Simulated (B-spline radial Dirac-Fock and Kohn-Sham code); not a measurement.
## Binding energies of Pb⁷⁵⁺ at several levels of theory

System: lead as Pb⁷⁵⁺ in the configuration [He] 2s2 2p3.

The density-functional columns are spherical, spin-unpolarised Dirac-Kohn-Sham results without Breit or QED terms: −ε is minus the orbital energy of the initial state and ΔSCF the difference of two total energies. The reference in the last column comes from multi-electron Dirac-Fock with separately optimised hole states, Breit and Lamb-shift corrections added in first order. All numbers are from a radial atomic solver, in eV; a selection of levels is shown. For the 1s level of heavy atoms much of the gap between ΔSCF and the reference is the Breit and QED part, -451.3 eV here; for other levels the error of the functional can be larger.

```
    level   LDA −ε  LDA ΔSCF  Dirac-Fock
   K (1s)  96439.4   97158.0     96690.8
  L1 (2s)  23329.0   23507.3     23463.1
L2,3 (2p)  21386.0   21585.2     21546.6
```

Values without a named source are computed, but for edge energies of neutral atoms, which are taken from tables.
